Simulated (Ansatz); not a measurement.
System: sum formula KOH (charge +1, doublet). 
Coordinates optimised at B3LYP-D3(BJ)/def2-TZVP (Ansatz, an electronic-structure program):
```
O
H 1 0.9776
K 1 2.6838 2 180.00
```
Charge +1, spin multiplicity 2.

Basis-set convergence of Hartree-Fock and MP2 correlation energies (hartree) with Ansatz. Correlated levels leave the core frozen unless marked. Open shells are spin-unrestricted. No spin-orbit coupling. Frozen are the shells of the preceding noble gas and the d and f shells that filled before the atom's block. The outer core of K, Ca and their heavier congeners is not correlated, a term that matters for these elements. Non-relativistic.

| basis | functions | E(HF) | E(corr, MP2) |
|---|---|---|---|
| def2-SVP | 43 | -674.27934 | -0.14916 |
| def2-TZVPP | 78 | -674.44858 | -0.19762 |
| def2-QZVPP | 157 | -674.46320 | -0.21576 |

Extrapolating the two largest sets (X = 3 and 4) as X^-3: E(corr) = (64·(-0.21576) - 27·(-0.19762))/37 = -0.2290 Eh, an estimate of the basis-set limit. The largest set recovers 94.2 % of it, the smallest 65.1 %.
